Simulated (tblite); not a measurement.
Compound: C₇H₁₄.
SMILES with atom numbers: `[CH3:1][C:2]([CH3:3])([CH3:4])[CH:5]1[CH2:6][CH2:7]1` (hydrogens: H8, H9, H10 on C1; H11, H12, H13 on C3; H14, H15, H16 on C4; H17 on C5; H18, H19 on C6; H20, H21 on C7)

Computed with GFN2-xTB (tblite), gas phase: nudged elastic band of 9 images (0 to 8), spring 0.2 eV/Å², climbing image at the end, force threshold 0.05 eV/Å. The top image wasn't refined or checked by frequencies; at this threshold it can lie a kcal/mol or more above the true saddle point of the method.

Path: rotation about C2–C5 (quaternary sp3 carbon, three-membered-ring carbon), followed by the dihedral C1–C2–C5–C6, from 84° to -157°. Start geometry (image 0):
```
atom  x, y, z in Å
C1     -0.793    0.694    1.569
C2     -0.544    0.121    0.169
C3     -1.526    0.753   -0.824
C4     -0.780   -1.390    0.203
C5      0.869    0.503   -0.253
C6      2.094   -0.267    0.137
C7      1.657   -0.230   -1.296
H8     -0.091    0.269    2.283
H9     -1.804    0.467    1.899
H10    -0.667    1.775    1.568
H11    -1.404    1.834   -0.848
H12    -2.551    0.530   -0.539
H13    -1.353    0.368   -1.826
H14    -0.113   -1.878    0.909
H15    -0.637   -1.834   -0.779
H16    -1.803   -1.590    0.516
H17     0.993    1.582   -0.264
H18     1.981   -1.194    0.676
H19     2.976    0.288    0.424
H20     1.249   -1.133   -1.723
H21     2.237    0.350   -1.999
```

The first guess turns that dihedral rigidly in even steps and adds one set of random displacements (0.04 Å standard deviation a coordinate) to every inner image. Energies of the images above image 0 (eV) in the early part of the optimisation:

```json
{"iteration": "0", "1": "1.070", "2": "1.142", "3": "1.260", "4": "1.377", "5": "1.431", "6": "1.429", "7": "1.400", "8": "0.000"}
{"iteration": "10", "1": "0.076", "2": "0.110", "3": "0.164", "4": "0.204", "5": "0.193", "6": "0.155", "7": "0.130", "8": "0.000"}
{"iteration": "20", "1": "0.019", "2": "0.051", "3": "0.103", "4": "0.140", "5": "0.128", "6": "0.092", "7": "0.066", "8": "0.000"}
{"iteration": "30", "1": "0.014", "2": "0.045", "3": "0.094", "4": "0.126", "5": "0.113", "6": "0.075", "7": "0.047", "8": "0.000"}
{"iteration": "40", "1": "0.010", "2": "0.040", "3": "0.087", "4": "0.114", "5": "0.098", "6": "0.058", "7": "0.028", "8": "0.000"}
```

Q: Where does the band end, and how far was the first guess from it?

A: Final energies, images 1 to 8: 0.006, 0.036, 0.081, 0.102, 0.084, 0.039, 0.006, 0.000 eV. The highest point drops from 1.43 eV (image 5) to 0.102 eV (image 4), by 1.33 eV. Image 4 moved by 0.09 Å rms, its dihedral from 138° to 143°. The end images are fixed. The true force on the top image ends at 0.042 eV/Å, and the largest on any image at 0.05 eV/Å; away from the top, the method drives only the force across the path to zero. The last saved iteration is 40.

What follows is the cost of the whole band run. The run took 2.8 s of wall time on an Arm Neoverse V1 with one thread, shared host, and the process peaked at 0.18 GiB of memory.
